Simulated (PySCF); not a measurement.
These compounds are isomers of formula C₆H₁₂OSi₂.

A. SMILES O=C1CC(/C([SiH3])=C/[SiH3])C1
B. `CCC1=C([SiH2]C=O)C[SiH2]1`
C. `CCC1=C[SiH2][SiH2]C=CO1`

Spectrum 1. 1H NMR (400 MHz, computed): δ 6.79 (q, 1H), 4.28 (s, 3H), 4.24 (d, 3H), 3.19 (m, 2H), 3.12 (m, 1H), 2.96 (m, 2H). 13C{1H} NMR (computed): δ 209.0 (C), 171.4 (C), 141.5 (CH), 53.2 (CH2), 36.7 (CH).

Spectrum 2. 1H NMR (400 MHz, computed): δ 7.21 (d, 1H), 5.13 (t, 1H), 5.04 (m, 1H), 4.22 (m, 2H), 4.20 (m, 2H), 2.25 (q, 2H), 1.36 (t, 3H). 13C{1H} NMR (computed): δ 179.4 (C), 161.9 (CH), 98.0 (CH), 96.2 (CH), 41.5 (CH2), 18.8 (CH3).

Spectrum 3. 1H NMR (400 MHz, computed): δ 12.64 (t, 1H), 5.20 (m, 2H), 4.43 (d, 2H), 2.15 (q, 2H), 1.84 (m, 2H), 1.10 (t, 3H). 13C{1H} NMR (computed): δ 245.8 (CH), 182.4 (C), 157.7 (C), 35.3 (CH2), 19.0 (CH2), 17.8 (CH3).

Theoretical values (PySCF 2.14.0 with density-fitted response routines): geometry from GFN2-xTB, shielding tensors at PBE0/pcSseg-1 (GIAO). No relativistic terms, one conformer, rapidly exchanging positions averaged, in vacuum.

δ = σ(ref) − σ, references computed at the same level: 1H, 13C against TMS. Where no couplings were computed, multiplicities follow the n + 1 count of equivalent neighbours, and m marks all less simple cases (inequivalent or close neighbours, rings, F or P nearby). Shifts are as computed. Against solution values, carbons near 30 ppm lie about +3 ppm off and those near 130 ppm about +5 ppm. Of 1309 compounds with measured shifts, 239 miss one by over three times the rms of a fit or turn the order of signals round; such compounds aren't used in these exercises.

Which spectrum belongs to which compound?

## Answers

1–A, 2–C, 3–B.

- Spectrum 1 (A): 5 13C signals; δC 209.0 is a ketone carbonyl carbon; δC 141.5 is an alkene CH.
- Spectrum 2 (C): 6 13C signals; δC 179.4 is an alkene carbon bearing oxygen; δC 161.9 is an alkene carbon bearing oxygen.
- Spectrum 3 (B): 6 13C signals; δC 157.7 is a fully substituted alkene carbon; δC 35.3 is an allylic sp3 CH2.
